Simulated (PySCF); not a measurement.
A PySCF script (with the pyscf-properties extension) for the NMR shieldings of `C[C@H](C[SiH3])S(=O)(=O)Cl`, C3H9ClO2SSi, on a GFN2-xTB geometry:

```python
import basis_set_exchange as bse
import numpy as np
from pyscf import gto, dft
from pyscf.prop import nmr

atoms = """
C     0.074979   -2.085128    0.089369
C     0.097446   -0.616256    0.438854
C    -1.056685    0.208280   -0.055227
Si   -0.874665    2.089330    0.292244
S     1.587588    0.079498   -0.324756
O     1.639879    1.494692   -0.111080
O     2.756151   -0.680392   -0.015479
Cl    1.257008   -0.177112   -2.313506
H     1.037791   -2.536186    0.321274
H    -0.126918   -2.217018   -0.972058
H    -0.698861   -2.600427    0.655795
H     0.294719   -0.455852    1.499771
H    -1.970587   -0.163408    0.411876
H    -1.171099    0.044136   -1.127678
H    -2.275721    2.503264    0.493302
H    -0.194836    2.296764    1.566309
H    -0.383187    2.827847   -0.858919
"""
names = dict.fromkeys(["C", "Si", "S", "O", "Cl", "H"], "pcSseg-1")
basis = {el: gto.basis.parse(bse.get_basis(n, elements=[el], fmt="nwchem")) for el, n in names.items()}
mol = gto.M(atom=atoms, basis=basis, charge=0, verbose=0)
mf = dft.RKS(mol, xc="PBE0")
mf.grids.level = 2
mf.grids.alignment = dft.numint.BLKSIZE   # the property module wants whole blocks of grid points
mf.conv_tol = 1e-9
mf.kernel()

calc = nmr.RKS(mf)   # GIAO
C = mf.mo_coeff
Co = C[:, mf.mo_occ > 0]
resp = mf.gen_response(singlet=True, hermi=2)
def vind(x):   # induced exchange potential for any number of trial vectors
    d = np.einsum("pi,xij,qj->xpq", C, 2 * x.reshape(-1, C.shape[1], Co.shape[1]), Co, optimize=True)
    return np.einsum("xpq,pi,qj->xij", resp(d - d.transpose(0, 2, 1)), C, Co, optimize=True).ravel()
mo1, _ = nmr.rhf.solve_mo1(calc, with_cphf=vind)
sigma = calc.kernel(mo1)
for i, s in enumerate(sigma):   # ppm
    print("%2d %-2s %9.2f" % (i, mol.atom_pure_symbol(i), np.trace(s) / 3))
```

**Question.** What does it print?

**Answer.** 
```
 0 C     167.00
 1 C     111.09
 2 C     175.32
 3 Si    425.43
 4 S     119.37
 5 O      33.92
 6 O      35.60
 7 Cl    447.48
 8 H      29.61
 9 H      30.35
10 H      30.23
11 H      28.53
12 H      30.53
13 H      30.60
14 H      27.85
15 H      27.77
16 H      27.51
```

These numbers come from an equivalent density-fitted implementation of the same equations, which agrees with the script to about 0.01 ppm for H and up to a few tenths of a ppm for heavy atoms, so last digits may differ.

**Question.** Turn these shieldings into chemical shifts. δ = σ(ref) − σ, references computed at the same level: ¹³C (σ = 186.93 ppm), ²⁹Si (σ = 349.16 ppm), ¹H (σ = 31.72 ppm) vs TMS; ³³S (σ = 503.73 ppm) vs CS2; ¹⁷O (σ = 336.08 ppm) against H2O; ³⁵Cl (σ = 949.78 ppm) against HCl.

**Answer.** Averaging equivalent atoms: C 1: 75.8; C 0: 19.9; C 2: 11.6; Si 3: -76.3; S 4: 384; O 5: 302.2; O 6: 300.5; Cl 7: 502; H 14/15/16: 4.00; H 11: 3.19; H 8/9/10: 1.66; H 12: 1.19; H 13: 1.12 ppm. Unscaled 17O shifts of doubly bonded oxygen tend to come out too high, by tens of ppm or more. Experimental scales use liquid or dissolved standards, which lie at an offset from isolated H2O (liquid H2O: subtract about 36 ppm).

Size and cost of the density-fitted run: 202 basis functions, 41 s wall time on 1 thread of an Arm Neoverse V1, shared host; peak memory 0.92 GiB.
